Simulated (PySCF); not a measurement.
NICS in isomers of C9H9OP.

NICS is the negative of the GIAO shielding at a point without a nucleus: at the ring centre (0) and 1 Å above and below it (1); zz is the component along the ring normal. Level: GIAO PBE0/pcSseg-1 (PySCF, non-relativistic, gas phase) on the GFN2-xTB geometries, one conformer each. Atom numbers follow the mapped SMILES.

Problem. Order these rings by mean NICS(1)zz, lowest (most negative) first (ppm).
A. ring C3–O4–C5–C10–P11 in `[CH3:1][CH2:2][c:3]1[o:4][c:5]2[cH:6][cH:7][cH:8][cH:9][c:10]2[p:11]1`
B. ring C3–P4–C5–O7–C8 in `[CH:1]#[C:2][c:3]1[p:4][c:5]([CH3:6])[o:7][c:8]1[CH:9]1[CH2:10][CH2:11]1`
C. ring C3–C4–P11 in `[CH3:1][O:2][C:3]1=[C:4]([c:5]2[cH:6][cH:7][cH:8][cH:9][cH:10]2)[PH:11]1`
D. ring C3–C4–P5–C6–C7–C8 in `[O:1]=[CH:2][c:3]1[cH:4][p:5][cH:6][cH:7][c:8]1[CH:9]1[CH2:10][CH2:11]1`
E. ring C4–C5–C6–C7–C10–C11 in `[CH:1]#[C:2][PH:3][c:4]1[cH:5][cH:6][c:7]([O:8][CH3:9])[cH:10][cH:11]1`

Solution. E (-25.7), D (-24.6), A (-20.3), B (-19.3), C (-10.6).

```json
{"SMILES": "C#CPc1ccc(OC)cc1", "ring": "6-membered carbocycle; formal bonds all aromatic", "NICS(0)": "-8.8", "NICS(1)": "-10.7", "NICS(1)zz": "-25.7", "HOMA": "0.99", "rms pucker (Å)": "0.00", "ring atoms with four or more neighbours": "0"}
{"SMILES": "O=Cc1cpccc1C1CC1", "ring": "6-membered ring with P; formal bonds all aromatic", "NICS(0)": "-6.9", "NICS(1)": "-10.4", "NICS(1)zz": "-24.6", "HOMA": "0.94", "rms pucker (Å)": "0.01", "ring atoms with four or more neighbours": "0"}
{"SMILES": "CCc1oc2ccccc2p1", "ring": "5-membered ring with O and P; formal bonds all aromatic", "NICS(0)": "-9.0", "NICS(1)": "-9.6", "NICS(1)zz": "-20.3", "HOMA": "0.34", "rms pucker (Å)": "0.00", "ring atoms with four or more neighbours": "0"}
{"SMILES": "C#Cc1pc(C)oc1C1CC1", "ring": "5-membered ring with O and P; formal bonds all aromatic", "NICS(0)": "-10.0", "NICS(1)": "-9.5", "NICS(1)zz": "-19.3", "HOMA": "0.40", "rms pucker (Å)": "0.00", "ring atoms with four or more neighbours": "0"}
{"SMILES": "COC1=C(c2ccccc2)P1", "ring": "3-membered ring with P; formal bonds 1 double, 2 single", "NICS(0)": "-27.1", "NICS(1)": "-6.0", "NICS(1)zz": "-10.6", "HOMA": "-1.02", "rms pucker (Å)": "0.00", "ring atoms with four or more neighbours": "0"}
```

NICS(0) gives another order. The isotropic NICS(1) gives the same order. Over the 5 rings with a HOMA value its correlation coefficient with NICS(1)zz is -0.99. HOMA uses Krygowski's 1993 parameters. NICS(1) and NICS(1)zz are means over the two faces.
